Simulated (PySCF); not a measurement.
## Spin-Hamiltonian simulation

Molecule: SMILES N#Cc1ccccc1F, C$_{7}$H$_{4}$FN.

Bonds (- single, = double, # triple, : aromatic): N1#C2 1.159 Å, C2-C3 1.429 Å, C3:C4 1.404 Å, C4:C5 1.389 Å, C5:C6 1.396 Å, C6:C7 1.393 Å, C7:C8 1.387 Å, C8-F9 1.324 Å, C8:C3 1.401 Å. C4 carries H10; C5 carries H11; C6 carries H12; C7 carries H13.

PySCF 2.14 calculation with PBE0-D3(BJ)/def2-SVP structure, J couplings at B3LYP/pcJ-1 (spin–dipole term only in couplings to heteroatoms) and GIAO KT3/pcSseg-1 shieldings; relativity neglected, one computed conformer, no solvent model.

Referencing at the same level of theory: TMS for ¹H (σref 31.32).

Shifts (ppm): F9 -113.0, H10 7.33, H11 6.97, H12 7.26, H13 6.92.
Couplings (Hz): F9–H10: 6.0; F9–H11: -0.6; F9–H12: 4.7; F9–H13: 9.1; H10–H11: 8.7; H10–H12: 1.4; H10–H13: 0.4; H11–H12: 8.4; H11–H13: 0.7; H12–H13: 9.5.

The 5-spin Hamiltonian (Zeeman plus full scalar coupling among like nuclei) was diagonalised exactly; lines are Lorentzian, 0.5 Hz wide, and the maxima above 3 % are listed with the tallest set to 100.

Task: Give the ¹H peak list of this spin system at 90 MHz.

Result: 
δ in ppm (height): 7.428 (27), 7.407 (33), 7.389 (14), 7.363 (21), 7.357 (26), 7.344 (27), 7.337 (38), 7.331 (32), 7.321 (46), 7.311 (50), 7.308 (58), 7.293 (8), 7.284 (24), 7.267 (34), 7.261 (56), 7.254 (71), 7.247 (46), 7.234 (23), 7.213 (46), 7.194 (30), 7.162 (49), 7.141 (27), 7.057 (48), 7.044 (100), 7.029 (14), 7.019 (65), 7.002 (37), 6.983 (18), 6.975 (12), 6.962 (34), 6.955 (64), 6.936 (11), 6.920 (56), 6.914 (69), 6.894 (18), 6.884 (6), 6.872 (18), 6.868 (17), 6.861 (14), 6.856 (17), 6.819 (22), 6.814 (25), 6.802 (18), 6.789 (5)

Task: And at 600 MHz?

Result: 
Hz from δ = 0 (height): 4406.3 (36), 4405.9 (36), 4404.9 (39), 4404.6 (38), 4400.3 (35), 4399.9 (37), 4398.9 (41), 4398.6 (41), 4397.6 (41), 4397.3 (41), 4396.2 (42), 4395.9 (41), 4391.6 (38), 4391.3 (39), 4390.2 (42), 4389.9 (41), 4368.2 (27), 4366.8 (26), 4363.5 (28), 4362.1 (26), 4359.8 (32), 4358.7 (42), 4358.4 (41), 4357.3 (31), 4355.1 (33), 4353.9 (42), 4353.8 (41), 4352.6 (30), 4350.3 (34), 4348.9 (31), 4345.6 (33), 4344.2 (31), 4191.0 (39), 4190.4 (65), 4189.8 (41), 4181.8 (100), 4173.9 (33), 4173.2 (56), 4172.7 (34), 4161.7 (44), 4161.2 (54), 4161.1 (53), 4160.7 (42), 4152.2 (93), 4151.9 (97), 4151.6 (91), 4143.1 (40), 4142.7 (49), 4142.5 (49), 4142.1 (39)

Task: Among coupled protons with different shifts, which pair is furthest from first order, and how does the field change that?

Result: H11 and H12: Δν/J is about 3.1 at 90 MHz (strongly coupled) and 20.7 at 600 MHz (close to first order). J in Hz doesn't depend on the field, while Δν in Hz grows in proportion to it.

Unscaled 3J(H,H) at this level run about 10 % above measured values.
